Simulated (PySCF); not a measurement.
How methods differ on the interval between two levels of Ar⁺

Ar⁺ [Ne] 3s2 3p5 [2P3/2, M_J = 3/2] → Ar⁺ [Ne] 3s2 3p4 4s1 [4P5/2, M_J = 5/2], as a difference of total energies. Calculation: PySCF 2.14, in x2c-SVPall-2c with one added diffuse shell each of s, p type (5s5p1d, 25 functions); the two-component X2C-1e Hamiltonian. Correlated levels: [Ne] frozen. "Screened" scales the spin-orbit matrix elements by Boettger's factors to mimic the two-electron term; Breit and QED terms are absent.

```csv
method,interval between two levels (cm⁻¹)
GHF (spin-free),131130
GMP2 (spin-free),133720
GHF (screened spin-orbit),131040
GMP2 (screened spin-orbit),133630
```

Errors of the correlated levels include the incompleteness of this basis and the frozen core.

The labels give the starting determinants; with spin-orbit coupling the two ends relaxed to ⟨J²⟩ = 3.76, ⟨L²⟩ = 2.00, ⟨S²⟩ = 0.75 and ⟨J²⟩ = 8.76, ⟨L²⟩ = 2.02, ⟨S²⟩ = 3.74.

For comparison: 134240 cm⁻¹ (measured; NIST Handbook of Basic Atomic Spectroscopic Data (Sansonetti and Martin, J. Phys. Chem. Ref. Data 34, 1559 (2005))).
